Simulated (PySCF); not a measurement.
Compound: 1,1,1-trichlorotrifluoroethane, C2Cl3F3.
Bonds: F1–C2, C2–F3, C2–F4, C2–C5, C5–Cl6, C5–Cl7, C5–Cl8.

Method: PBE0-D3(BJ)/def2-SVP geometry optimisation, gas phase (PySCF 2.14.0).

**Question.** List the bond lengths, angles and torsions at this level.

**Answer.** 
```csv
bond,length (Å)
"F1–C2, C2–F3, C2–F4",1.323
C2–C5,1.557
"C5–Cl6, C5–Cl7, C5–Cl8",1.765
```

Bonds in one row agree within 0.01 Å and their mean is given. A selection of angles:
```csv
angle,degrees
F1–C2–F3,108.8
F1–C2–C5,110.1
C2–C5–Cl6,108.5
C2–C5–Cl7,108.4
Cl6–C5–Cl7,110.4
```

Torsions: F1–C2–C5–Cl6 -60° (synclinal).

All 3 C–Cl bonds measure 1.765 Å. All 3 C–F bonds measure 1.323 Å.

Point group: C3v (tolerance 0.08 Å). Not checked by PBE0-D3(BJ)/def2-SVP frequencies.
